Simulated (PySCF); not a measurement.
B(H)(OEt)(NH2) (C2H8BNO), SMILES CCOBN.

Geometry: ωB97X-D3(BJ)/def2-SVP. This is a generated structure with no PubChem entry under its InChIKey; it may be hypothetical. Other conformers were not sampled.

Method: PySCF with HF/def2-TZVP.

Gas-phase values at a fixed geometry.

```yaml
total_energy: -234.57386 hartree
highest_occupied_level: -10.99 eV
lowest_empty_level: 3.68 eV
orbital_gap: 14.67 eV
dipole_moment: 0.41 D
quadrupole, principal values (traceless, Buckingham form, about the centre of nuclear charge): -5.03, -2.95, 7.98 D·Å
mean_static_polarisability: 48.0 bohr³ (7.12 Å³)
polarisability_principal_values: 41.5, 44.9, 57.7 bohr³
```
